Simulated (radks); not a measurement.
Problem. Isoelectronic series with 7 electrons, each ion in its NIST ground configuration. Method: scalar-relativistic Kohn-Sham, PBE, spin-polarised, spherical densities, point nucleus; open shells are filled with parallel spins first (spin-orbit coupling, left out, can overturn this in heavy ions); computed with a radial shooting solver on a logarithmic mesh with Libxc functionals. Total energies (hartree) and orbital eigenvalues (hartree) (* marks an orbital that is empty in some or all of the ions):

ion    configuration  E (hartree)   2p down*      2p up    2s down      2s up    1s down
N       [He] 2s2 2p3    -54.56779   -0.15176   -0.30498   -0.56240   -0.73046  -14.06232
Mg5+    [He] 2s2 2p3   -187.26824   -5.76853   -6.20375   -6.90885   -7.30761  -51.52137
Cl10+   [He] 2s2 2p3   -402.10048  -17.72209  -18.43408  -19.63456  -20.25588  -114.3207
Ti15+   [He] 2s2 2p3   -699.84963  -35.98669  -36.97571  -38.75862  -39.60241  -202.6567
Co20+   [He] 2s2 2p3  -1081.69451  -60.59837  -61.86531  -64.38413  -65.45217  -316.8995
Rb30+   [He] 2s2 2p3  -2104.25851  -129.1046  -130.9315  -135.7659  -137.2919  -625.2329
Mo35+   [He] 2s2 2p3  -2749.29790  -173.1599  -175.2693  -181.9449  -183.7064  -820.7345

Estimate the row of Ge25+ ([He] 2s2 2p3).

Solution. E (hartree) -1549.18323; 2p down* -91.61349; 2p up -93.15959; 2s down -96.65711; 2s up -97.95228; 1s down -457.5476.
